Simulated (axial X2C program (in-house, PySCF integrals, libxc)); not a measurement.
# How long does AgH take?

A bond scan computed with an in-house all-electron X2C program for linear molecules (integrals from PySCF). Basis: Ag dyall-cv3z [12s12p8d5f3g], H dyall-v3z [6s2p1d] (cores contracted in-house).

Input:
```json
{"zs": [47, 1], "q": 0, "bas": ["dyall-cv3z", "dyall-v3z"], "levels": ["PBE0", "HF", "PBE"], "cc": true, "r0": 1.6, "thr": -2.0, "nmax": 90, "npts": 10, "nst": 2, "ntry": 6}
```
```bash
python so2c.py task.json out
```

Keys: zs atomic numbers; q charge; bas basis sets; levels methods; cc coupled cluster on or off; r0 starting distance in Å; thr threshold in hartree for freezing inner shells (an s shell follows its p shell); nmax most natural virtual spinors; npts points on the curve; nst determinants followed; ntry starts of the search. HF also brings MP2.

Hardware: 1 thread of Arm Neoverse V1, with other jobs on the host.

Wall time of one point of each curve, integrals apart:

| Hamiltonian | level | points | seconds a point |
| --- | --- | --- | --- |
| spin-free | PBE0 | 10 | 0.29 |
| spin-free | HF | 10 | 0.13 |
| spin-free | CCSD(T) (12 electrons, 90 virtuals) | 7 | 3.6 |
| spin-free | PBE | 10 | 0.24 |
| 2c | PBE0 | 10 | 0.37 |
| 2c | HF | 10 | 0.2 |
| 2c | CCSD(T) (12 electrons, 90 virtuals) | 7 | 3.9 |
| 2c | PBE | 10 | 0.26 |

The rest:

Search with its distance optimisation 11 s, atoms 7.6 s, whole task 86 s. Coupled cluster runs on the points near the minimum only. The program drops outer points, and coupled cluster, when its time limit (not in the input) nears; MP2, further determinants and curves that did not converge are not in the table.
